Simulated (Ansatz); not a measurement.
Geometry optimisation, UHF/def2-SVP in Ansatz 0.2.0.

input.yaml

```yaml
crystal:
  periodic: [false, false, false]
  atoms:
    - { symbol: W, position_ang: [0.0, 0.0, 0.0] }
    - { symbol: H, position_ang: [0.0, 0.0, 1.97] }
    - { symbol: F, position_ang: [1.85, 0.0, 0.0] }
    - { symbol: F, position_ang: [0.0, 1.85, 0.0] }
    - { symbol: F, position_ang: [-1.85, 0.0, 0.0] }
    - { symbol: Cl, position_ang: [0.0, -2.39, 0.0] }
    - { symbol: F, position_ang: [0.0, 0.0, -1.85] }
    - { symbol: O, position_ang: [0.0, 0.0, 3.28] }
    - { symbol: H, position_ang: [-0.5144, -0.8011, 3.6171] }
magnetization:
  spin_polarized: true
  initial_magnetization: 1
basis:
  gaussian: { orbitals: def2-SVP }
hamiltonian:
  xc: hf
relax:
  f_tol: 0.15
  max_steps: 25
  restrain:
    - { distance: [1, 7], at: 2.21, k: 30.0 }
    - { distance: [0, 1], at: 1.72, k: 30.0 }
```

Command:

```bash
$ ansatz run input.yaml --threads 4 --pin off --max-ram 5120MiB --backend cpu --events-out ev --progress --plain --runs-dir out
```

**Question.** Where does it end, and by what steps?

**Answer.** It converged. The restraints hold the end off the free minimum; the threshold counts their pulls, which the force column leaves out. Restrained pairs: H2–O8 (1.31 → 2.21 Å), W1–H2 (1.97 → 1.69 Å). After 19 steps the energy has fallen by 0.532 eV (the restraints' own energy left out); F7 moved furthest, 1.05 Å.

```json
{"step": "0", "energy less start (eV)": "0.0000", "largest force component (eV/Å)": "5.093", "accepted": "yes"}
{"step": "1", "energy less start (eV)": "0.7444", "largest force component (eV/Å)": "4.305", "accepted": "yes"}
{"step": "2", "energy less start (eV)": "0.2261", "largest force component (eV/Å)": "3.639", "accepted": "yes"}
{"step": "3", "energy less start (eV)": "-0.0404", "largest force component (eV/Å)": "1.278", "accepted": "yes"}
{"step": "4", "energy less start (eV)": "-0.1283", "largest force component (eV/Å)": "0.609", "accepted": "yes"}
{"step": "5", "energy less start (eV)": "-0.1476", "largest force component (eV/Å)": "1.187", "accepted": "yes"}
{"step": "6", "energy less start (eV)": "-0.1481", "largest force component (eV/Å)": "1.629", "accepted": "no"}
{"step": "7", "energy less start (eV)": "-0.2109", "largest force component (eV/Å)": "1.021", "accepted": "yes"}
{"step": "8", "energy less start (eV)": "-0.2815", "largest force component (eV/Å)": "0.726", "accepted": "yes"}
{"step": "9", "energy less start (eV)": "-0.3309", "largest force component (eV/Å)": "0.827", "accepted": "yes"}
{"step": "10", "energy less start (eV)": "-0.3523", "largest force component (eV/Å)": "0.756", "accepted": "yes"}
{"step": "11", "energy less start (eV)": "-0.3350", "largest force component (eV/Å)": "1.455", "accepted": "no"}
{"step": "12", "energy less start (eV)": "-0.3635", "largest force component (eV/Å)": "0.729", "accepted": "yes"}
{"step": "13", "energy less start (eV)": "-0.3778", "largest force component (eV/Å)": "0.786", "accepted": "yes"}
{"step": "14", "energy less start (eV)": "-0.4079", "largest force component (eV/Å)": "0.931", "accepted": "yes"}
{"step": "15", "energy less start (eV)": "-0.4374", "largest force component (eV/Å)": "1.085", "accepted": "yes"}
{"step": "16", "energy less start (eV)": "-0.4988", "largest force component (eV/Å)": "1.069", "accepted": "yes"}
{"step": "17", "energy less start (eV)": "-0.5098", "largest force component (eV/Å)": "0.855", "accepted": "yes"}
{"step": "18", "energy less start (eV)": "-0.5241", "largest force component (eV/Å)": "0.960", "accepted": "yes"}
{"step": "19", "energy less start (eV)": "-0.5318", "largest force component (eV/Å)": "0.857", "accepted": "yes"}
```

```xyz
9
Properties=species:S:1:pos:R:3
W 0.089 -0.077 -0.230
H -0.245 -0.001 1.426
F 1.766 -0.302 -0.960
F 0.728 1.543 0.369
F -1.672 -0.609 -0.278
Cl 0.447 -2.253 0.456
F -0.497 0.907 -1.689
O -0.245 -0.129 3.636
H -0.885 -0.419 4.286
```

Time of the run: 3.3 min on 4 threads of Arm Neoverse V1, with other jobs on the host, peak memory 0.49 GiB.
